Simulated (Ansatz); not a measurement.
`[SiH3][NH][SnH3]` + `O=C[TeH]` → `O=C[Te][SiH3]` + `[NH2][SnH3]`  (ligand exchange at the Si–N bond)

Computed with Ansatz on PBE0-D4/def2-TZVP structures; ΔE is electronic, products minus reactants. CBS: MP2 limit from def2 TZ/QZ plus the TZ coupled-cluster correction, frozen cores. Functionals use def2-TZVPP. def2 core potentials past Kr. For Sn, Te outer-core shells are correlated without core-valence functions, which leaves a few kJ/mol of doubt a bond. One conformer a species, not always the lowest.

`[SiH3][NH][SnH3]`:

Z-matrix (Å, degrees):
```
Si
N 1 1.713
H 1 1.489 2 106.5
H 1 1.491 2 112.5 3 119.4
H 1 1.492 2 113.9 3 -119.0
Sn 2 2.025 1 126.8 3 11.2
H 2 1.009 1 118.2 3 -177.9
H 6 1.704 2 107.5 1 -52.1
H 6 1.705 2 105.7 1 -172.3
H 6 1.709 2 109.8 1 67.9
```

`O=C[TeH]`:

Z-matrix (Å, degrees):
```
C
O 1 1.188
Te 1 2.145 2 123.5
H 1 1.106 2 123.6 3 -180.0
H 3 1.658 1 91.4 2 -180.0
```

`O=C[Te][SiH3]`:

Cartesian coordinates in Å:
```
O 0.013 -2.567 1.708
C 0.068 -1.628 0.987
Te -0.955 0.235 1.379
Si -0.083 1.263 -0.716
H 0.645 -1.603 0.041
H 0.749 0.200 -1.345
H 0.751 2.454 -0.426
H -1.188 1.646 -1.629
```

`[NH2][SnH3]`:

Z-matrix (Å, degrees):
```
Sn
N 1 2.032
H 1 1.717 2 113.4
H 1 1.704 2 105.9 3 -120.4
H 1 1.704 2 105.9 3 120.4
H 2 1.012 1 112.9 3 -61.0
H 2 1.012 1 112.9 3 60.8
```

```json
{"species": "`[SiH3][NH][SnH3]`", "PBE0 energy (Eh)": "-562.59453"}
{"species": "`O=C[TeH]`", "PBE0 energy (Eh)": "-382.46275"}
{"species": "`O=C[Te][SiH3]`", "PBE0 energy (Eh)": "-673.06443"}
{"species": "`[NH2][SnH3]`", "PBE0 energy (Eh)": "-271.99708"}
```

Work out ΔE.

ΔE = (-673.06443) + (-271.99708) − (-562.59453) − (-382.46275) = -0.00423 Eh = -2.7 kcal/mol. CCSD(T)/CBS gives -0.5 kcal/mol.

Largest T1 diagnostic among the species: 0.016.

From PBE to PBE0 (25 % exact exchange), in def2-TZVPP and without D4, ΔE moves by +1.3 kcal/mol. In def2-TZVPP, CCSD(T) changes the Hartree–Fock value by −3.3 kcal/mol (the triples alone add −0.9 kcal/mol) and MP2 by −4.3 kcal/mol.
